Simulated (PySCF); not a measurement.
Si(Br)(SH) (BrHSSi), SMILES S[Si]Br (connectivity only; charge and spin as stated), neutral, multiplicity 1. Coordinates come from a B3LYP-D3(BJ)/def2-TZVP optimisation. The values are those of a single conformer.

TDDFT-CAM-B3LYP/def2-SVPD run with PySCF 2.14.0 puts the lowest singlet excitations at 3.50, 4.84, 5.05, 5.70, 5.96, 6.22 eV.

**Question.** What are the lowest excitation roots from ADC(2)/aug-cc-pVDZ in PySCF? (An estimate is asked for; the answer gives what the named calculation found.)

**Answer.** 3.56, 4.64, 5.16, 5.75, 5.89, 6.27 eV. S1 differs by 0.06 eV (second minus first; roots are paired by order, and the bases may differ).
